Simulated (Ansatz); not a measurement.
Calculated with Ansatz (gas phase, PBE0-D4/def2-TZVP geometries, no zero-point term in ΔE). CCSD(T)/CBS adds triple-zeta CCSD(T) − MP2 to the extrapolated MP2 energy (def2 sets, frozen cores). This one scheme is used for every species. DFT in def2-TZVPP. B3LYP here is the variant with VWN-RPA as its local correlation; programs differ in this. Each species was taken in one conformer, which may not be the lowest.

Consider the formal exchange of groups at the Al–C bond: `[OH][AlH]/[CH]=C/F` + CH₄ → `[CH3][AlH][OH]` + `C=CF`.

`[OH][AlH]/[CH]=C/F`:

Z-matrix (Å, degrees):
```
Al
C 1 1.922
O 1 1.699 2 114.3
H 1 1.582 2 124.8 3 180.0
C 2 1.325 1 118.8 3 -0.2
H 2 1.088 1 124.6 3 179.9
H 3 0.955 1 123.8 2 180.0
F 5 1.339 2 123.2 1 -180.0
H 5 1.086 2 125.9 1 0.0
```

CH₄:

```xyz
5

C     0.000    0.000    0.000
H    -0.188    0.972    0.454
H     1.060   -0.240    0.081
H    -0.286    0.028   -1.051
H    -0.585   -0.761    0.515
```

`[CH3][AlH][OH]`:

Z-matrix (Å, degrees):
```
C
Al 1 1.941
H 1 1.092 2 111.9
H 1 1.095 2 111.0 3 120.7
H 1 1.095 2 111.2 3 -121.1
O 2 1.701 1 117.6 3 -3.3
H 2 1.589 1 124.2 3 176.8
H 6 0.956 2 122.5 1 -179.8
```

`C=CF`:

```xyz
6

C     0.454   -0.480    0.235
C    -0.448    0.391   -0.164
F    -0.172    1.350   -1.054
H     1.469   -0.458   -0.142
H     0.176   -1.235    0.957
H    -1.479    0.431    0.168
```

Problem. Is it downhill or uphill in electronic energy at CCSD(T)/CBS, and by how much? (Estimate.)

Solution. Ansatz gave: Uphill: ΔE = +29.0 kJ/mol.

Problem. What do these levels give: PBE0-D4, B3LYP-D4, BLYP, MP2/def2-SVP, HF/def2-TZVPP, SCS-MP2/def2-TZVPP? (Estimate.)

Solution. Ansatz gave: PBE0-D4 29.3, B3LYP-D4 30.9, BLYP 27.9, MP2/def2-SVP 34.8, HF/def2-TZVPP 30.1, SCS-MP2/def2-TZVPP 31.9 kJ/mol.

Largest T1 diagnostic among the species: 0.013.

Leaving LDA and LC-ωPBE aside and taking each functional with its dispersion term where it has one, the values, not all of them listed here, spread over 4.0 kJ/mol, from ωB97M-V to B97M-V.
